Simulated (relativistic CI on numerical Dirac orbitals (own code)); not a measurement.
## Tc4+: 4s photoemission

Computed with this model: Dirac-Coulomb-Breit CI, separate exchange-only KLI orbitals for each configuration, model QED (radiative potential, 1s self-energy scaled to tabulated hydrogen-like ionisation energies), valence Slater integrals scaled by 0.8, multiplet model of photoemission in the sudden approximation; configurations [Kr] 4d3 → [Ar] 3d10 4s 4p6 4d3; 80 K; Lorentzian 2 eV and Gaussian 0.6 eV FWHM. Energies are those of the free ion, without screening or charge transfer. The energies are binding energies and can lie tens of eV above those of solids. Without intra-shell correlation the exchange splitting of an s hole comes out too large, often by half or more. S is read from ⟨S²⟩ = S(S + 1).

Field parameters in Wybourne normalisation: Td as Oh with Dq negative (B⁴₀ = 21Dq, B⁴₄ = √(5/14) B⁴₀). The field is a parameter set, without covalency.

free ion: ground-state S = 1.49, centroid 133.78 eV. Peaks (eV, height): 131.6 (100), 137.6 (59).

Td, 10Dq = -14550 cm⁻¹: ground-state S = 1.15, centroid 133.85 eV. Peaks (eV, height): 131.8 (100), 137.2 (51).

Strongest unbroadened transitions for free ion:

| Energy (eV) | Relative strength |
| --- | --- |
| 131.57 | 100.0 |
| 131.65 | 68.7 |
| 133.25 | 0.0 |
| 135.25 | 0.1 |
| 135.29 | 0.9 |
| 135.61 | 0.1 |
| 135.78 | 0.7 |
| 136.88 | 0.4 |
| 137.54 | 94.2 |
| 138.61 | 2.0 |
| 138.93 | 0.1 |
